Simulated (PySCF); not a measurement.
hydrogen iodide cation (HI), SMILES I (connectivity only; charge and spin as stated), charge +1, multiplicity 2. Geometry: PBE0-D3(BJ)/def2-TZVPD. The multiplicity is an assumed one; other spin states were not compared. The def2 effective core potentials stand for the cores of I; spin–orbit coupling is left out.

Computed with PySCF 2.14.0 with PBE0-D3(BJ)/def2-TZVPD.

Harmonic wavenumbers (cm⁻¹): 2231. Rotational constants (GHz): 189.4 (linear); symmetry number 1.

Question: Work out the zero-point energy and the ideal-gas rigid-rotor harmonic-oscillator thermochemistry at 298.15 K and 1 atm.

Answer: ZPE = ½ Σ hcν = ½ × 2231 cm⁻¹ = 3.19 kcal/mol. H − E(el) = 5.26 kcal/mol. Entropy in cal/(mol K): translation 40.45, rotation 8.92, vibration 0.00, spin 1.38, total 50.75. G − E(el) = -9.87 kcal/mol. Cp = 6.96 cal/(mol K).
